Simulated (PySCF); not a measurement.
Species: (H2In-mu-I)2.
Bonds: In1–I4, In1–I8, I4–In5, In5–I8. Hydrogens: H2, H3 on In1; H6, H7 on In5.

Computed, not measured: PySCF 2.14.0, PBE0-D3(BJ)/def2-SVP geometry optimisation, gas phase, def2 core potentials past Kr.

Question: What internal coordinates does the optimisation give?

Answer: 
```csv
bond,length (pm)
In1–H2 and 3 like bonds,170.9
"In1–I4, In5–I8",292.1
"In1–I8, I4–In5",291.0
```

Bonds in one row agree within 1 pm and their mean is given. A selection of angles:
```csv
angle,degrees
H2–In1–H3,139.0
H2–In1–I4,104.0
I4–In1–I8,93.2
In1–I4–In5,86.8
```

Dihedral angles: I8–In1–I4–In5 -1° (synperiplanar); I4–In1–I8–In5 1° (synperiplanar); In1–I4–In5–I8 1° (synperiplanar); I4–In5–I8–In1 -1° (synperiplanar).

The 4 heavy atoms lie in one plane (0.011 Å rms). In1 (indium bonded to 2 I and 2 H) has angles from 93.2° to 139.0°.

No PBE0-D3(BJ)/def2-SVP frequencies stand behind this structure, so it isn't proved a minimum. One conformer, not necessarily the lowest.

On Arm Neoverse V1, one thread, shared host with 32 logical CPUs at a one-minute load of 18, this took 2.4 min wall and 0.50 GiB of memory at its peak. These figures are those of the optimisation.
